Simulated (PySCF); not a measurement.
Identify the unknown among the candidates.

All candidates are C4H4FNSe.

| technique | computed result |
| --- | --- |
| UV, strongest line | among the 6 lowest singlet transitions: S5 at 6.24 eV (199 nm, f = 0.236) [TDDFT PBE0/def2-SVPD] |
| Polarisability | 87.9 au [PBE0/def2-SVPD] |
| Dipole | 5.62 D [PBE0/def2-SVPD] |
| UV, first state | lowest singlet excitation: 4.51 eV (275 nm, f = 0.174) [TDDFT PBE0/def2-SVPD] |
| Rotational structure | rotational constants A, B, C: 5.218, 0.874, 0.766 GHz [PBE0-D3(BJ)/def2-SVP] |

Electronic properties: PySCF, gas phase, density fitting. Levels stand in brackets. One conformer (not necessarily the lowest) at the PBE0-D3(BJ)/def2-SVP geometry, without solvent, vibrations or thermal averaging. Relativistic effects, spin–orbit coupling among them, are left out although an element past zinc is present.

Task: Which candidate is it?
A. `Cc1[se]ncc1F`
B. `C[Se]/C(F)=C/C#N`
C. `Cc1nc[se]c1F`
D. `FCc1cn[se]c1`

Result: B. It is `C[Se]/C(F)=C/C#N`. Numbering: `[CH3:1][Se:2]/[C:3]([F:4])=[CH:5]/[C:6]#[N:7]`. S1 is mainly HOMO→LUMO (weight 0.76); the largest Löwdin shares of the orbital it empties are 0.48 on the selenium bonded to 2 C, 0.15 on the alkene CH carbon, 0.11 on the vinylic C–F carbon and 0.09 on the nitrile nitrogen, of the orbital it fills 0.28 on the vinylic C–F carbon, 0.19 on the alkene CH carbon, 0.14 on the selenium bonded to 2 C and 0.13 on the nitrile nitrogen. The optimised geometry has point group C1 and is an asymmetric top.

The others, at the same levels:
- `Cc1[se]ncc1F` fails: its computed lowest singlet excitation is 4.83 eV (257 nm, f = 0.003) (against 4.51 eV), static isotropic polarisability is 77.2 au (against 87.9 au) and rotational constant A is 3.116 GHz (against 5.218 GHz).
- `FCc1cn[se]c1` fails: its computed lowest singlet excitation is 5.15 eV (241 nm, f = 0.126) (against 4.51 eV), static isotropic polarisability is 77.6 au (against 87.9 au) and smallest rotational constant is 0.875 GHz (against 0.766 GHz).
- `Cc1nc[se]c1F` fails: its computed lowest singlet excitation is 4.87 eV (255 nm, f = 0.000) (against 4.51 eV), strongest line among the 6 lowest singlet transitions is S2 at 5.13 eV (242 nm, f = 0.054) (against S5 at 6.24 eV) and static isotropic polarisability is 78.1 au (against 87.9 au).

Each candidate is one conformer, not necessarily the lowest. The conformers computed, where there is a choice (atom-mapped SMILES and torsion angles):
- `[CH3:1][Se:2]/[C:3]([F:4])=[CH:5]/[C:6]#[N:7]`: C1–Se2–C3–F4 -29°
- `[F:1][CH2:2][c:3]1[cH:4][n:5][se:6][cH:7]1`: F1–C2–C3–C4 -82°
